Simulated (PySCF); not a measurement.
Compound: C7H10NP.
Z-matrix (Å and degrees, PBE0-D3(BJ)/def2-SVP geometry), rows numbered from 1:
```
C 
C   1  1.5272
C   2  1.5274  1  111.72
C   2  1.5169  1  110.21  3   122.83
N   4  1.3281  2  115.67  1   -61.73
C   5  1.3269  4  122.43  2  -179.95
C   6  1.3970  5  125.72  4    -0.05
C   7  1.3878  6  121.73  5     0.03
P   8  1.7382  7  124.24  6     0.06
H   1  1.1003  2  109.89  3   -63.73
H   1  1.1009  2  110.75  3    56.24
H   1  1.1007  2  111.31  3   176.63
H   2  1.1044  1  108.59  3  -119.70
H   3  1.1007  2  111.29  1  -177.50
H   3  1.1004  2  109.92  1    62.87
H   3  1.1008  2  110.74  1   -57.13
H   6  1.0969  5  115.55  4   179.97
H   7  1.0940  6  118.28  5  -179.97
H   8  1.0957  7  118.36  6  -179.99
```

Level: PBE0/pcSseg-1 and wB97X-D/def2-SVPD in PySCF, non-relativistic, on one gas-phase PBE0-D3(BJ)/def2-SVP geometry that isn't relaxed in the solvent. The solvent is an IEF-PCM continuum (van der Waals radii × 1.2). Specific hydrogen bonds and non-electrostatic terms are outside this model.

Gas phase at PBE0/pcSseg-1: HOMO -7.01 eV, LUMO -1.78 eV, dipole 1.28 D.

**Question.** What does the continuum do to the energy, the frontier levels and the dipole at PBE0/pcSseg-1 in methanol and acetonitrile?

**Answer.** 
```csv
solvent,ε,E(solvent) − E(gas) (kJ/mol),polarisation term (kJ/mol),distortion of the solute (kJ/mol),HOMO (eV),LUMO (eV),dipole (D)
methanol,32.61,-15.17,-17.79,2.62,-7.10,-1.78,1.81
acetonitrile,35.69,-15.25,-17.89,2.64,-7.10,-1.78,1.81
```

Polarisation term: ½ Σ q·V over the induced surface charges. Distortion: the rise of the solute's own energy as its density leaves the gas-phase optimum. From methanol to acetonitrile the lowering changes by a factor 1.01, Onsager's factor (ε − 1)/(2ε + 1) by 1.00 and ε itself by 1.1.

**Question.** Which radius a makes the point-dipole formula ΔE = −[(ε − 1)/(2ε + 1)]·μ²/a³ give the value in acetonitrile, with the gas-phase dipole?

**Answer.** μ = 0.503 au and |ΔE| = 0.00581 Eh give a = 1.46 Å; the farthest nucleus lies 4.04 Å from the centroid of the nuclei, so such a sphere wouldn't even hold the nuclei. The formula assumes a rigid point dipole at the centre of a sphere.

**Question.** Which ESP-fitted charges (PBE0/pcSseg-1) respond most in acetonitrile (means over atoms taken as equivalent)?

**Answer.** 
```tsv
atoms	environment	gas (e)	solvent (e)	change
N5	pyridine-type nitrogen	-0.691	-0.774	-0.083
P9	phosphorus bonded to 2 C	-0.359	-0.407	-0.048
C6	aromatic CH next to a ring nitrogen	+0.503	+0.546	+0.043
C4	substituted aromatic carbon	+0.608	+0.647	+0.039
C7	aromatic CH carbon	-0.660	-0.696	-0.036
C8	aromatic CH carbon	+0.227	+0.261	+0.034
H18	aromatic hydrogen	+0.231	+0.257	+0.026
H19	aromatic hydrogen	+0.106	+0.119	+0.013
H17	aromatic hydrogen	+0.040	+0.048	+0.008
H13	methine hydrogen	+0.022	+0.028	+0.006
C2	benzylic-type carbon	+0.167	+0.171	+0.004
C1/C3	methyl carbon	-0.428	-0.432	-0.004
```

**Question.** Which Mayer bond orders change most in acetonitrile?

**Answer.** 
| bond | length (Å) | gas | solvent | change |
| --- | --- | --- | --- | --- |
| N5–C6 | 1.327 | 1.500 | 1.485 | -0.015 |
| P9–C4 | 1.760 | 1.269 | 1.276 | +0.007 |
| C4–N5 | 1.328 | 1.412 | 1.405 | -0.007 |
| C6–C7 | 1.397 | 1.382 | 1.388 | +0.006 |
| C8–H19 | 1.096 | 0.947 | 0.941 | -0.006 |
| C6–H17 | 1.097 | 0.965 | 0.960 | -0.005 |
| C8–P9 | 1.738 | 1.300 | 1.297 | -0.003 |
| C2–C4 | 1.517 | 0.985 | 0.983 | -0.002 |

**Question.** How do the nuclear quadrupole coupling constants eQVzz/h respond in acetonitrile?

**Answer.** 
```json
{"nucleus": "14N at N5", "Q (barn)": "0.02044", "gas (MHz)": "-5.39", "solvent (MHz)": "-5.24", "η gas": "0.36", "η solvent": "0.34"}
```

Gas phase at wB97X-D/def2-SVPD: HOMO -8.87 eV, LUMO -0.10 eV, dipole 1.33 D.

**Question.** What does the continuum do to the energy, the frontier levels and the dipole at wB97X-D/def2-SVPD in acetonitrile?

**Answer.** 
```json
{"solvent": "acetonitrile", "ε": "35.69", "E(solvent) − E(gas) (kJ/mol)": "-15.42", "polarisation term (kJ/mol)": "-18.61", "distortion of the solute (kJ/mol)": "3.19", "HOMO (eV)": "-8.93", "LUMO (eV)": "-0.10", "dipole (D)": "1.93"}
```

The atom shares or the degeneracy of the HOMO differ from the gas phase in acetonitrile, so that column needn't follow one orbital.

**Question.** How does the static polarisability (wB97X-D/def2-SVPD, frozen core, with the continuum's full static response) change?

**Answer.** 
```json
{"medium": "gas", "isotropic (au)": "113.9", "principal values (au)": "83.1, 118.9, 139.7", "⟨r²⟩ of the electrons (bohr²)": "1436.1"}
{"medium": "acetonitrile", "isotropic (au)": "165.3", "principal values (au)": "118.5, 184.8, 192.5", "⟨r²⟩ of the electrons (bohr²)": "1433.9"}
```

The isotropic value in acetonitrile is 1.45 times the gas-phase one; no cavity-field correction is applied. ⟨r²⟩ is taken about the centre of nuclear charge.

wB97X-D is run here without its empirical dispersion term; that term would change no orbital, density or response property at a fixed geometry.
